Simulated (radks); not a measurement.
Spherical quantum dot in the effective-mass picture: electrons in a parabolic well V = omega^2 r^2 / 2 with omega = 3.03, with a point charge +1 (a donor) at the centre, all in effective atomic units (hartree* = m*/eps^2 hartree, bohr* = eps/m* bohr), one dielectric constant everywhere. Calculated with a radial shooting solver with Libxc functionals: non-relativistic Kohn-Sham, r2SCAN, spin-polarised, spherical densities, generalised Kohn-Sham scheme. Levels are named by radial order and angular momentum (1s, 1p, 1d, 2s, ...), and open shells are averaged over m. Results are scaled to m* = 0.06 and eps = 6.1, for which hartree* = 43.88 meV and bohr* = 5.38 nm.

N = 36, configuration 1s2 1p6 1d10 2s2 1f14 2p(up 2, down 0). This is the lowest configuration that the search found. Occupied and some empty levels:

| level | occupation | eigenvalue (meV) | <r> (nm) |
|---|---|---|---|
| 1s up | 1 | 1337.8 | 4.308 |
| 1s down | 1 | 1342.7 | 4.375 |
| 1p up | 3 | 1424.7 | 6.100 |
| 1p down | 3 | 1426.9 | 6.145 |
| 2s up | 1 | 1492.9 | 6.347 |
| 2s down | 1 | 1495.4 | 6.244 |
| 1d up | 5 | 1504.3 | 7.182 |
| 1d down | 5 | 1505.5 | 7.178 |
| 1f up | 7 | 1587.5 | 7.978 |
| 1f down | 7 | 1588.8 | 7.961 |
| 2p up | 2 | 1595.9 | 7.071 |
| 2p down | 0 | 1600.9 | 7.074 |
| 1g up | 0 | 1675.6 | 8.628 |
| 1g down | 0 | 1677.2 | 8.616 |
| 3s up | 0 | 1685.5 | 7.340 |
| 3s down | 0 | 1686.9 | 7.365 |
| 2d up | 0 | 1695.3 | 7.805 |
| 2d down | 0 | 1698.6 | 7.855 |

Energy (meV): total 35944.5, kinetic 5595.9, external 12453, Hartree 19277, exchange-correlation -1381.8.

Electron density:

| r (nm) | n(r) (e/nm^3) |
|---|---|
| 0.298 | 0.02634 |
| 1.05 | 0.02018 |
| 1.79 | 0.01594 |
| 2.54 | 0.01320 |
| 3.29 | 0.01167 |
| 4.04 | 0.01111 |
| 4.78 | 0.01121 |
| 5.53 | 0.01149 |
| 6.28 | 0.01137 |
| 7.03 | 0.01044 |
| 7.77 | 0.008652 |
| 8.52 | 0.006347 |
| 9.27 | 0.004083 |
| 10.0 | 0.002286 |
| 10.8 | 0.001109 |
| 11.5 | 0.0004646 |
| 12.3 | 0.0001680 |
| 13.0 | 0.00005261 |
| 13.8 | 0.00001424 |
| 14.5 | 3.344e-06 |
